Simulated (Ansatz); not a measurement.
C$_{2}$H$_{6}$FISi, SMILES `FC[SiH2]CI`: the same geometry under several functionals.

```yaml
crystal:
  periodic: [false, false, false]
  atoms:
    - {symbol: F, position_ang: [-2.130865, 0.468896, 0.301053]}
    - {symbol: C, position_ang: [-1.091955, 1.024598, -0.444541]}
    - {symbol: Si, position_ang: [0.230479, -0.293122, -0.745089]}
    - {symbol: C, position_ang: [0.845582, -0.956688, 0.896260]}
    - {symbol: I, position_ang: [1.817389, 0.594043, 2.008373]}
    - {symbol: H, position_ang: [-1.508205, 1.399518, -1.385309]}
    - {symbol: H, position_ang: [-0.690753, 1.876675, 0.112877]}
    - {symbol: H, position_ang: [-0.368070, -1.415242, -1.519234]}
    - {symbol: H, position_ang: [1.352727, 0.306928, -1.511665]}
    - {symbol: H, position_ang: [1.580424, -1.752053, 0.784060]}
    - {symbol: H, position_ang: [0.028545, -1.310451, 1.523715]}
basis:
  gaussian: {orbitals: def2-TZVPP}
hamiltonian: {xc: pbe0, dispersion: d4}
output: {orbitals: {seedname: orbitals}}
```

```sh
$ ansatz run in.yaml --threads 2 --pin off --events-out ev --progress --plain --max-ram 22528MiB --backend cpu
```

Shortened log:

```
Functional definition: PBE0
1579 factors; their error is unknown
mean field evaluation 1: about -20854.6742 eV, gradient 5.4e1 eV
mean field evaluation 2: about -20848.7143 eV, gradient 7.0e1 eV
mean field evaluation 4: about -20861.0829 eV, gradient 3.4e0 eV
mean field evaluation 8: about -20861.1009 eV, gradient 5.6e-2 eV
mean field evaluation 16: about -20861.3906 eV, gradient 4.5e-4 eV
mean field -20861.39061411 eV, -766.6419647101 hartree, gradient 7.2e-5 eV, S^2 0.000000; 0 other end points of the search recorded, 0 dependent functions left out
reference -20861.39064577 eV, -766.6419658738 hartree; 33, 33 occupied and 236, 236 virtual orbitals, 1579 factors
Total energy: -20861.62549935 eV, -766.6505965833 hartree
```

It took 5.5 s on 2 threads of an AMD EPYC 7R13 on a shared host, with 0.83 GiB of host memory at the peak.

The same input with `hamiltonian: {xc: {name: wB97X-V}}` (abridged; 13 s):

```
Functional definition: wB97X-V
mean field evaluation 16: about -20866.6171 eV, gradient 6.2e-4 eV
mean field -20866.61705516 eV, -766.8340328762 hartree, gradient 4.7e-5 eV, S^2 0.000000
Total energy: -20866.61705307 eV, -766.8340327992 hartree
```

With the line `hamiltonian: {xc: {name: B2PLYP}}` (abridged; 10 s):

```
Functional definition: B2PLYP
mean field evaluation 16: about -20847.6928 eV, gradient 2.4e-4 eV
mean field -20847.69276351 eV, -766.1385779854 hartree, gradient 9.9e-6 eV, S^2 0.000000
12 core orbitals not correlated: weight in the atoms' cores, before any rotation towards them, 1.000 or more for the frozen orbitals, at most 0.000 for the correlated occupied ones
second order -39.20680814 eV of doubles, -0.00000000 eV of singles
Total energy: -20858.27877612 eV, -766.5276067731 hartree
```
